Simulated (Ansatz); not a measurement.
```yaml
crystal:
  periodic: [false, false, false]
  atoms:
    - {symbol: B, position_ang: [-0.809861, 1.210494, 0.959766]}
    - {symbol: N, position_ang: [-0.135301, 0.225311, 0.215612]}
    - {symbol: Si, position_ang: [0.232219, -1.510210, 0.271465]}
    - {symbol: Si, position_ang: [0.846286, 0.028939, -1.213529]}
    - {symbol: Cl, position_ang: [-0.103192, 0.311546, -3.003322]}
    - {symbol: H, position_ang: [-0.834846, 2.341002, 0.560062]}
    - {symbol: H, position_ang: [-1.348905, 0.909444, 1.988787]}
    - {symbol: H, position_ang: [-0.926708, -2.408578, 0.053849]}
    - {symbol: H, position_ang: [1.055394, -1.957371, 1.421912]}
    - {symbol: H, position_ang: [2.108015, 0.798324, -1.251603]}
basis:
  gaussian: {orbitals: "6-31++G**"}
total_charge: -1
magnetization: {spin_polarized: true, initial_magnetization: 7}
hamiltonian: {xc: {name: rPW86-PBE}}
accuracy: high
```

```sh
$ ansatz run in.yaml --threads 4 --pin off --events-out ev --progress --plain --max-ram 10444MiB
```

Output, abridged:

```
Functional definition: rPW86-PBE
2821 factors; integrals over basis functions are off by at most 4.0e-9 eV
mean field evaluation 1: about -30502.6895 eV, gradient 6.7e1 eV
mean field evaluation 2: about -29667.2183 eV, gradient 3.4e2 eV
mean field evaluation 4: about -30506.6280 eV, gradient 6.6e1 eV
mean field evaluation 8: about -30530.2319 eV, gradient 3.4e1 eV
mean field evaluation 16: about -30542.5720 eV, gradient 1.5e-2 eV
mean field -30542.57197849 eV, -1122.4188177106 hartree, gradient 6.6e-8 eV, S^2 15.755401; 10 other end points of the search recorded, 0 dependent functions left out
reference -30542.57199149 eV, -1122.4188181883 hartree; 35, 28 occupied and 102, 109 virtual orbitals, 2821 factors
Total energy: -30542.57199149 eV, -1122.4188181883 hartree
```

In this input the spin is set far too high for this molecule. The calculation finished and met its thresholds. The result belongs to that input, not to the molecule as meant.
